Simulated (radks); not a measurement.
Results of a calculation; reference values are marked as such.
Coherent X-ray form factor from a spherical all-electron density. Code: a radial shooting solver on a logarithmic mesh with Libxc functionals. Model: Dirac Kohn-Sham, PBE, spin-unpolarised, spherical densities, finite nucleus; Fermi nuclear charge, rms radius of each element as measured or else 0.836 A^(1/3) + 0.57 fm.

sin(theta)/lambda (1/angstrom),f0 (electrons)
0.05,29.824
0.1,29.311
0.15,28.505
0.2,27.466
0.25,26.262
0.3,24.960
0.4,22.262
0.5,19.653
0.6,17.248
0.8,13.194
1,10.225
1.25,7.886
1.5,6.580
2,5.195

The species is in the configuration that NIST lists as its ground one. Which atom or ion scatters so?

Answer. The rubidium ion Rb7+, [Ar] 3d10 4s2. Extrapolating in s^2 from the first two rows gives f0(0) = 30.0, near the electron count 30; among species with that count, the fall with angle is slower the higher Z, and the table is that of Z = 37; from so few rows the species is fixed only to a neighbour or two.
